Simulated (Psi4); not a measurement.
Input file for Psi4: SAPT0/aug-cc-pVDZ on CH8SeSi (a complex), monomers drawn apart or pushed together.

```
memory 2025 MB

molecule dimer {
0 1
C     0.57270194    1.01716234   -0.10419243
Si   -0.09874862   -0.69083929    0.26969909
H     0.46280381    1.66526233    0.76649329
H     0.03743732    1.47086142   -0.94034046
H     1.63129649    0.96992884   -0.36620816
H     0.62640433   -1.30666247    1.40877732
H     0.04291789   -1.58702339   -0.90429972
H    -1.53744245   -0.62673196    0.62850508
--
0 1
Se   -0.67365104    1.11165309    3.44853882
H     0.15037346   -0.10162868    3.34809844
H    -1.74438632    0.48285585    2.66156597
units angstrom
symmetry c1
no_reorient
no_com
}

set {
  basis aug-cc-pVDZ
  scf_type df
  freeze_core true
}

energy('sapt0')
```

The log:

```
[...]
==> Input File <==

--------------------------------------------------------------------------
memory 2025 MB

molecule dimer {
0 1
C     0.57270194    1.01716234   -0.10419243
Si   -0.09874862   -0.69083929    0.26969909
H     0.46280381    1.66526233    0.76649329
H     0.03743732    1.47086142   -0.94034046
H     1.63129649    0.96992884   -0.36620816
H     0.62640433   -1.30666247    1.40877732
H     0.04291789   -1.58702339   -0.90429972
H    -1.53744245   -0.62673196    0.62850508
--
0 1
Se   -0.67365104    1.11165309    3.44853882
H     0.15037346   -0.10162868    3.34809844
H    -1.74438632    0.48285585    2.66156597
units angstrom
symmetry c1
no_reorient
no_com
}

set {
  basis aug-cc-pVDZ
  scf_type df
  freeze_core true
}

energy('sapt0')
--------------------------------------------------------------------------


   => Loading Basis Set <=

    Name: AUG-CC-PVDZ
    Role: ORBITAL
    Keyword: BASIS
    atoms 1          entry C          line   182 file aug-cc-pvdz.gbs
    atoms 2          entry SI         line   570 file aug-cc-pvdz.gbs
    atoms 3-8, 10-11 entry H          line    40 file aug-cc-pvdz.gbs
    atoms 9          entry SE         line  3217 file aug-cc-pvdz.gbs

   => Loading Basis Set <=

    Name: AUG-CC-PVDZ
    Role: ORBITAL
    Keyword: BASIS
    atoms 1          entry C          line   182 file aug-cc-pvdz.gbs
    atoms 2          entry SI         line   570 file aug-cc-pvdz.gbs
    atoms 3-8, 10-11 entry H          line    40 file aug-cc-pvdz.gbs
    atoms 9          entry SE         line  3217 file aug-cc-pvdz.gbs


  //>>>>>>>>>>>>>>>>>>>>>>>>>>>>>>>>>>>//
  //              Dimer HF             //
  //<<<<<<<<<<<<<<<<<<<<<<<<<<<<<<<<<<<//

   => Libint2 <=

    Primary   basis highest AM E, G, H:  7, 6, 3
    Auxiliary basis highest AM E, G, H:  7, 7, 4
    Onebody   basis highest AM E, G, H:  -, -, -
    Solid Harmonics ordering:            Gaussian


   => Loading Basis Set <=

    Name: AUG-CC-PVDZ
    Role: ORBITAL
    Keyword: BASIS
    atoms 1          entry C          line   182 file aug-cc-pvdz.gbs
    atoms 2          entry SI         line   570 file aug-cc-pvdz.gbs
    atoms 3-8, 10-11 entry H          line    40 file aug-cc-pvdz.gbs
    atoms 9          entry SE         line  3217 file aug-cc-pvdz.gbs


         ---------------------------------------------------------
                                   SCF
               by Justin Turney, Rob Parrish, Andy Simmonett
                          and Daniel G. A. Smith
                              RHF Reference
                        1 Threads,   1931 MiB Core
         ---------------------------------------------------------

  ==> Geometry <==

    Molecular point group: c1
    Full point group: C1

    Geometry (in Angstrom), charge = 0, multiplicity = 1:

       Center              X                  Y                   Z               Mass
    ------------   -----------------  -----------------  -----------------  -----------------
         C            0.572701940000     1.017162340000    -0.104192430000    12.000000000000
         SI          -0.098748620000    -0.690839290000     0.269699090000    27.976926534650
         H            0.462803810000     1.665262330000     0.766493290000     1.007825032230
         H            0.037437320000     1.470861420000    -0.940340460000     1.007825032230
         H            1.631296490000     0.969928840000    -0.366208160000     1.007825032230
         H            0.626404330000    -1.306662470000     1.408777320000     1.007825032230
         H            0.042917890000    -1.587023390000    -0.904299720000     1.007825032230
         H           -1.537442450000    -0.626731960000     0.628505080000     1.007825032230
         SE          -0.673651040000     1.111653090000     3.448538820000    79.916521800000
         H            0.150373460000    -0.101628680000     3.348098440000     1.007825032230
         H           -1.744386320000     0.482855850000     2.661565970000     1.007825032230

  Running in c1 symmetry.

  Rotational constants: A =      0.32487  B =      0.01509  C =      0.01463 [cm^-1]
  Rotational constants: A =   9739.50559  B =    452.49614  C =    438.65303 [MHz]
  Nuclear repulsion =  220.788045564995713

  Charge       = 0
  Multiplicity = 1
  Electrons    = 62
  Nalpha       = 31
  Nbeta        = 31

  ==> Algorithm <==

  SCF Algorithm Type is DF.
  DIIS enabled.
  MOM disabled.
  Fractional occupation disabled.
  Guess Type is SAD.
  Energy threshold   = 1.00e-08
  Density threshold  = 1.00e-08
  Integral threshold = 1.00e-12

  ==> Primary Basis <==

  Basis Set: AUG-CC-PVDZ
    Blend: AUG-CC-PVDZ
    Number of shells: 74
    Number of basis functions: 158
    Number of Cartesian functions: 165
    Spherical Harmonics?: true
    Max angular momentum: 2

   => Loading Basis Set <=

    Name: (AUG-CC-PVDZ AUX)
    Role: JKFIT
    Keyword: DF_BASIS_SCF
    atoms 1          entry C          line   154 file aug-cc-pvdz-jkfit.gbs
[...]
: -2400.34757421140148

   => Energetics <=

    Nuclear Repulsion Energy =             24.7295940783228438
    One-Electron Energy =               -3392.8403242218801097
    Two-Electron Energy =                 967.7631559321559962
    Total Energy =                      -2400.3475742114014793

Computation Completed


Properties will be evaluated at   0.000000,   0.000000,   0.000000 [a0]

Properties computed using the SCF density matrix


 Multipole Moments:

 ------------------------------------------------------------------------------------
     Multipole            Electronic (a.u.)      Nuclear  (a.u.)        Total (a.u.)
 ------------------------------------------------------------------------------------

 L = 1.  Multiply by 2.5417464519 to convert [e a0] to [Debye]
 Dipole X            :         46.2560940          -46.2947907           -0.0386967
 Dipole Y            :        -72.4372324           72.1448911           -0.2923413
 Dipole Z            :       -233.0696924          232.9276125           -0.1420798
 Magnitude           :                                                    0.3273340

 ------------------------------------------------------------------------------------

  Constructing Basis Sets for SAPT...

   => Loading Basis Set <=

    Name: (AUG-CC-PVDZ AUX)
    Role: RIFIT
    Keyword: DF_BASIS_SAPT
    atoms 1          entry C          line   112 file aug-cc-pvdz-ri.gbs
    atoms 2          entry SI         line   400 file aug-cc-pvdz-ri.gbs
    atoms 3-8, 10-11 entry H          line    30 file aug-cc-pvdz-ri.gbs
    atoms 9          entry SE         line   900 file aug-cc-pvdz-ri.gbs

   => Loading Basis Set <=

    Name: (AUG-CC-PVDZ AUX)
    Role: JKFIT
    Keyword: DF_BASIS_ELST
    atoms 1          entry C          line   154 file aug-cc-pvdz-jkfit.gbs
    atoms 2          entry SI         line   526 file aug-cc-pvdz-jkfit.gbs
    atoms 3-8, 10-11 entry H          line    70 file aug-cc-pvdz-jkfit.gbs
    atoms 9          entry SE         line  1269 file aug-cc-pvdz-jkfit.gbs


  //>>>>>>>>>>>>>>>>>>>>>>>>>>>>>>>>>>>//
  //               SAPT0               //
  //<<<<<<<<<<<<<<<<<<<<<<<<<<<<<<<<<<<//



        SAPT0
    Ed Hohenstein
     6 June 2009

      Orbital Information
  --------------------------
    NSO        =       158
    NMO        =       158
    NRI        =       478
    NRI (Elst) =       664
    NOCC A     =        13
    NOCC B     =        18
    FOCC A     =         6
    FOCC B     =         9
    NVIR A     =       145
    NVIR B     =       140

    Elst10,r            =    -0.007285615661 [Eh]
    Exch10              =     0.016659251146 [Eh]
    Exch10 (S^2)        =     0.016543096423 [Eh]

    Maxiter = 50
    CPHF R converge = 1.000000E-08

    Iter     Energy [mEh]          dE [mEh]         Residual      Time [s]
       1      -2.11621621       2.116216213     5.874397e-03             0
       2      -2.56211571       0.445899495     1.092571e-03             1
       3      -2.55784152      -0.004274188     3.717204e-04             1
       4      -2.55112547      -0.006716049     7.876424e-05             1
       5      -2.55206814       0.000942668     1.772524e-05             1
       6      -2.55216597       0.000097833     3.739970e-06             1
       7      -2.55211566      -0.000050310     7.517138e-07             1
       8      -2.55212155       0.000005890     1.407471e-07             1
       9      -2.55212174       0.000000188     3.296501e-08             1
      10      -2.55212148      -0.000000255     6.617056e-09             1

    CHF Iterations converged

    Maxiter = 50
    CPHF R converge = 1.000000E-08

    Iter     Energy [mEh]          dE [mEh]         Residual      Time [s]
       1      -3.45327704       3.453277035     8.409750e-03             0
       2      -4.46212565       1.008848613     1.852628e-03             0
       3      -4.46601687       0.003891221     6.212836e-04             0
       4      -4.45092522      -0.015091648     1.325215e-04             0
       5      -4.45228728       0.001362059     3.525963e-05             0
       6      -4.45282035       0.000533073     8.182781e-06             1
       7      -4.45265102      -0.000169330     1.927205e-06             1
       8      -4.45267733       0.000026308     3.417279e-07             1
       9      -4.45267408      -0.000003248     6.678588e-08             1
      10      -4.45267450       0.000000417     1.016758e-08             1
      11      -4.45267447      -0.000000027     2.565852e-09             1

    CHF Iterations converged

    Ind20,r (A<-B)      =    -0.002552121484 [Eh]
    Ind20,r (B<-A)      =    -0.004452674472 [Eh]
    Ind20,r             =    -0.007004795956 [Eh]
    Exch-Ind20,r (A<-B) =     0.002128434681 [Eh]
    Exch-Ind20,r (B<-A) =     0.004053023682 [Eh]
    Exch-Ind20,r        =     0.006181458363 [Eh]
    Disp20              =    -0.008966405012 [Eh]
    Disp20 (SS)         =    -0.004483202506 [Eh]
    Disp20 (OS)         =    -0.004483202506 [Eh]
    Exch-Disp20         =     0.001359116107 [Eh]
    Exch-Disp20 (SS)    =     0.000869886515 [Eh]
    Exch-Disp20 (OS)    =     0.000489229592 [Eh]

    SAPT Results
  --------------------------------------------------------------------------------------------------------
    Electrostatics                 -7.28561566 [mEh]      -4.57179285 [kcal/mol]     -19.12838128 [kJ/mol]
      Elst10,r                     -7.28561566 [mEh]      -4.57179285 [kcal/mol]     -19.12838128 [kJ/mol]

    Exchange                       16.65925115 [mEh]      10.45383792 [kcal/mol]      43.73885786 [kJ/mol]
      Exch10                       16.65925115 [mEh]      10.45383792 [kcal/mol]      43.73885786 [kJ/mol]
      Exch10(S^2)                  16.54309642 [mEh]      10.38094973 [kcal/mol]      43.43389368 [kJ/mol]

    Induction                      -2.09826963 [mEh]      -1.31668407 [kcal/mol]      -5.50900615 [kJ/mol]
      Ind20,r                      -7.00479596 [mEh]      -4.39557582 [kcal/mol]     -18.39108925 [kJ/mol]
      Exch-Ind20,r                  6.18145836 [mEh]       3.87892368 [kcal/mol]      16.22941670 [kJ/mol]
      delta HF,r (2)               -1.27493204 [mEh]      -0.80003193 [kcal/mol]      -3.34733360 [kJ/mol]

    Dispersion                     -7.60728891 [mEh]      -4.77364586 [kcal/mol]     -19.97293427 [kJ/mol]
      Disp20                       -8.96640501 [mEh]      -5.62650409 [kcal/mol]     -23.54129312 [kJ/mol]
      Exch-Disp20                   1.35911611 [mEh]       0.85285823 [kcal/mol]       3.56835885 [kJ/mol]
      Disp20 (SS)                  -4.48320251 [mEh]      -2.81325205 [kcal/mol]     -11.77064656 [kJ/mol]
      Disp20 (OS)                  -4.48320251 [mEh]      -2.81325205 [kcal/mol]     -11.77064656 [kJ/mol]
      Exch-Disp20 (SS)              0.86988651 [mEh]       0.54586203 [kcal/mol]       2.28388673 [kJ/mol]
      Exch-Disp20 (OS)              0.48922959 [mEh]       0.30699620 [kcal/mol]       1.28447212 [kJ/mol]

  Total HF                          7.27536586 [mEh]       4.56536100 [kcal/mol]      19.10147042 [kJ/mol]
  Total SAPT0                      -0.33192305 [mEh]      -0.20828486 [kcal/mol]      -0.87146384 [kJ/mol]

  Special recipe for scaled SAPT0 (see Manual):
    Electrostatics sSAPT0          -7.28561566 [mEh]      -4.57179285 [kcal/mol]     -19.12838128 [kJ/mol]
    Exchange sSAPT0                16.65925115 [mEh]      10.45383792 [kcal/mol]      43.73885786 [kJ/mol]
    Induction sSAPT0               -1.96714688 [mEh]      -1.23440330 [kcal/mol]      -5.16474343 [kJ/mol]
    Dispersion sSAPT0              -7.57845897 [mEh]      -4.75555480 [kcal/mol]     -19.89724129 [kJ/mol]
  Total sSAPT0                     -0.17197037 [mEh]      -0.10791304 [kcal/mol]      -0.45150814 [kJ/mol]
  --------------------------------------------------------------------------------------------------------



*** Psi4 exiting successfully. Buy a developer a beer!
```

The run finished.

Cost: about 40 core-seconds (a rough figure).
